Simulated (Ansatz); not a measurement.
One change: `[Cl][SnH]([Cl])[Br]` becomes `[OH][SnH]([Cl])[Cl]`.

Ansatz, PBE0-D4/def2-TZVP geometries, multiplicity 1. Each molecule was computed in one conformer, which needn't be the lowest.

Elements past krypton have def2 core potentials. Scalar relativity is left out up to krypton.

```json
{"property": "LUMO energy (PBE/def2-TZVPP) / eV", "`[Cl][SnH]([Cl])[Br]`": "-3.28"}
{"property": "HOMO energy (PBE0/def2-TZVPP) / eV", "`[Cl][SnH]([Cl])[Br]`": "-8.98"}
{"property": "HOMO–LUMO gap (B3LYP/def2-TZVPP) / eV", "`[Cl][SnH]([Cl])[Br]`": "6.00"}
{"property": "HOMO energy (B3LYP/def2-TZVPP) / eV", "`[Cl][SnH]([Cl])[Br]`": "-8.69"}
{"property": "HOMO energy (PBE/def2-TZVPP) / eV", "`[Cl][SnH]([Cl])[Br]`": "-7.65"}
{"property": "HOMO energy (ωB97M-V/def2-TZVPP) / eV", "`[Cl][SnH]([Cl])[Br]`": "-11.19"}
```

(1) What does the change do to each property? (Best estimate.)

Answers

(1) Computed: 
```tsv
property	`[OH][SnH]([Cl])[Cl]`	shift
LUMO energy (PBE/def2-TZVPP) / eV	-2.76	0.52
HOMO energy (PBE0/def2-TZVPP) / eV	-9.24	-0.26
HOMO–LUMO gap (B3LYP/def2-TZVPP) / eV	6.80	0.80
HOMO energy (B3LYP/def2-TZVPP) / eV	-8.94	-0.25
HOMO energy (PBE/def2-TZVPP) / eV	-7.64	0.01
HOMO energy (ωB97M-V/def2-TZVPP) / eV	-11.54	-0.35
```

With PBE0 the HOMO falls by 0.26 eV and the LUMO rises by 0.58 eV, so the gap widens by about 0.84 eV. PBE moves the HOMO by 0.01 eV and ωB97M-V by -0.35 eV.

B3LYP here is the variant with VWN-RPA as its local correlation; programs differ in this.

Spin–orbit coupling is left out; it splits and shifts lone-pair levels of the heavy atoms by tenths of an eV.
